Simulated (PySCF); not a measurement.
# How exact exchange moves a shielding

Molecule: `ClC1=C[SiH2]C=C1`, C₄H₅ClSi.

Geometry (Å), atoms numbered from 1 in this order:
```xyz
11

Cl    1.286   -0.010   -0.109
C    -0.433   -0.138   -0.256
C    -1.111   -1.302   -0.265
Si   -2.913   -0.834   -0.451
C    -2.530    1.003   -0.498
C    -1.195    1.128   -0.379
H    -0.617   -2.270   -0.183
H    -3.766   -1.236    0.707
H    -3.541   -1.351   -1.705
H    -3.190    1.867   -0.591
H    -0.649    2.077   -0.367
```

GIAO shieldings (ppm, equivalent atoms averaged) in PySCF 2.14 on the PBE0-D3(BJ)/def2-SVP geometry, basis pcSseg-2, gas phase, non-relativistic:

| functional | exact exchange (%) | σ(Cl1) | σ(Si4) |
| --- | --- | --- | --- |
| BLYP | 0 | 601.8 | 359.1 |
| BP86 | 0 | 612.2 | 367.7 |
| PBE | 0 | 613.2 | 369.4 |
| B3LYP | 20 | 634.9 | 370.6 |
| PBE0 | 25 | 653.6 | 383.6 |
| BHandHLYP | 50 | 678.2 | 388.5 |
| HF | 100 | 741.8 | 422.8 |

(1) Fit each shielding as a line in the percentage of exact exchange.

(2) What does the line predict for mPW1PW91 (25 %), and what does the run give?

Results:

(1) σ(Cl1) = 610.9 + 1.33 x (rms 5.2 ppm); σ(Si4) = 364.5 + 0.56 x (rms 4.4 ppm). The functionals also differ in their semilocal parts, which the line can't hold; Hartree–Fock has no correlation at all.

(2) σ(Cl1): 644.1 predicted, 651.9 computed; σ(Si4): 378.5 predicted, 382.1 computed ppm.
